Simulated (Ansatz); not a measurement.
Relaxation of H8SeSi2 (11 atoms, charge 0, multiplicity 1), to a largest force component of 0.03 eV/Å in at most 50 steps.

Theory: RKS PBE0/def2-SVP in Ansatz.

```xyz
11
Properties=species:S:1:pos:R:3
Si -0.135 -0.563 -1.028
H 0.912 0.348 -1.452
H -0.179 -1.726 -1.977
H -1.446 0.154 -1.092
Si 0.305 -1.363 1.130
H 0.643 2.023 -0.533
Se -0.127 2.687 0.562
H 0.415 -0.238 2.106
H -0.793 -2.287 1.553
H 1.586 -2.135 1.116
H -1.181 3.100 -0.386
```

**Question.** Where does it end, and by what steps?

**Answer.** The run converged. The force dipped under the threshold on the way, but the program's further checks kept it going. After 14 steps the energy has fallen by 0.128 eV; H6 moved furthest, 1.15 Å.

| step | energy less start (eV) | largest force component (eV/Å) | accepted |
| --- | --- | --- | --- |
| 0 | 0.0000 | 0.747 | yes |
| 1 | -0.0894 | 0.184 | yes |
| 2 | -0.0380 | 0.533 | no |
| 3 | -0.1055 | 0.055 | yes |
| 4 | -0.1119 | 0.043 | yes |
| 5 | -0.1182 | 0.055 | yes |
| 6 | -0.1193 | 0.129 | yes |
| 7 | -0.1229 | 0.087 | yes |
| 8 | -0.1241 | 0.107 | yes |
| 9 | -0.1252 | 0.127 | yes |
| 10 | -0.1261 | 0.133 | yes |
| 11 | -0.1273 | 0.005 | yes |
| 12 | -0.1277 | 0.022 | yes |
| 13 | -0.1277 | 0.036 | yes |
| 14 | -0.1278 | 0.009 | yes |

```xyz
11
Properties=species:S:1:pos:R:3
Si -0.171 -0.764 -1.059
H 0.908 0.136 -1.570
H -0.240 -1.962 -1.956
H -1.483 -0.053 -1.131
Si 0.293 -1.493 1.122
H 0.893 3.133 -0.376
Se -0.180 2.888 0.598
H 0.450 -0.349 2.070
H -0.819 -2.371 1.604
H 1.557 -2.295 1.122
H -1.207 3.131 -0.424
```

Time of the run: 27 s on 2 threads of AMD EPYC 9R14 (Zen 4), with other jobs on the host, peak memory 0.28 GiB.
